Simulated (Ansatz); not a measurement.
Pulling on the Al1–H2 bond in AlH5Si (SMILES [AlH2][SiH3]) (multiplicity 1 held, fragments rigid). Energies count from the point at 1.583 Å.
Geometry at that point (charge 0, multiplicity 1):
```
atom    x (Å)    y (Å)    z (Å)
----  -------  -------  -------
Al     0.0339  -0.6045  -1.1593
H     -1.2881  -0.7373  -2.0206
H      1.3858  -1.1878  -1.7414
Si    -0.0279   0.5276   1.0239
H     -0.0393   2.0039   0.8270
H      1.1451   0.2081   1.8784
H     -1.2539   0.1849   1.7925
```

Signs of static correlation in cc-pV(D+d)Z, with CASSCF(2,2), from Ansatz (an electronic-structure program) runs.

| R (Å) | T1 of restricted CCSD | ⟨S²⟩ of UHF | largest double amplitude of restricted CCSD | weight of the CASSCF reference in MRCISD | CASSCF natural occupations |
|---|---|---|---|---|---|
| 1.267 | 0.012 | 0.000 | 0.032 | 0.901 | 1.99 0.01 |
| 1.425 | 0.012 | 0.000 | 0.034 | 0.901 | 1.98 0.02 |
| 1.583 | 0.012 | 0.000 | 0.035 | 0.901 | 1.98 0.02 |
| 1.742 | 0.013 | 0.000 | 0.042 | 0.901 | 1.97 0.03 |
| 1.900 | 0.013 | 0.000 | 0.049 | 0.901 | 1.96 0.04 |
| 2.138 | 0.015 | 0.000 | 0.094 | 0.901 | 1.93 0.07 |
| 2.375 | 0.019 | 0.141 | 0.152 | 0.901 | 1.90 0.10 |
| 2.771 | ? | 0.666 | 0.260 | 0.901 | 1.79 0.21 |
| 3.167 | 0.045 | 0.873 | 0.275 | 0.900 | 1.64 0.36 |
| 3.642 | 0.068 | 0.963 | 0.574 | 0.900 | 1.42 0.58 |
| 4.275 | ? | 0.997 | 0.794 | 0.899 | 1.21 0.79 |
| 5.067 | 0.106 | 1.005 | 0.955 | 0.899 | 1.08 0.92 |

**Question.** What belongs in the gaps?

**Answer.** 
- 2.771, T1 of restricted CCSD: 0.029
- 4.275, T1 of restricted CCSD: 0.093

Doubts at one or more of the structures used: a restricted determinant that unrestricted orbitals would lower (R-CCSD(T)/cc-pV(D+d)Z); other coupled-cluster roots lie near (R-CCSD(T)/cc-pV(D+d)Z); T1 above 0.05 (R-CCSD(T)/cc-pV(D+d)Z, U-CCSD(T)/cc-pV(D+d)Z); a spin-contaminated determinant (U-CCSD(T)/cc-pV(D+d)Z).
